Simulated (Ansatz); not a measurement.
System: C3H4N (charge -1, singlet). It need not be the lowest isomer of its formula. Whether it binds its extra electron was not tested at this geometry. 
Structure (B3LYP-D3(BJ)/def2-TZVP (Ansatz, a quantum-chemistry and plane-wave program) minimum search):
SMILES: [C-]#[N+][CH-]C
```xyz
8

C     -1.5321     0.2026    -0.1431
C     -0.2843    -0.6030    -0.4348
N      0.8479    -0.0527     0.1394
C      1.7907     0.3822     0.6953
H     -1.4956     1.2774    -0.4385
H     -1.7749     0.1967     0.9275
H     -2.3889    -0.2406    -0.6636
H     -0.1219    -0.7548    -1.5056
```
Charge -1, spin multiplicity 1.

Basis-set convergence of Hartree-Fock and CCSD(T) correlation energies (hartree) with Ansatz. Correlated levels leave the core frozen unless marked. No spin-orbit coupling. No relativistic terms.

| basis | functions | E(HF) | E(corr, CCSD(T)) | rough core time |
|---|---|---|---|---|
| aug-cc-pVDZ | 128 | -170.30773 | -0.65688 | under 20 s |
| aug-cc-pVTZ | 276 | (withheld) | (withheld) | 2.7 min |

Some entries are withheld; supply them.


- aug-cc-pVTZ, E(HF): -170.34696
- aug-cc-pVTZ, E(corr, CCSD(T)): -0.76807
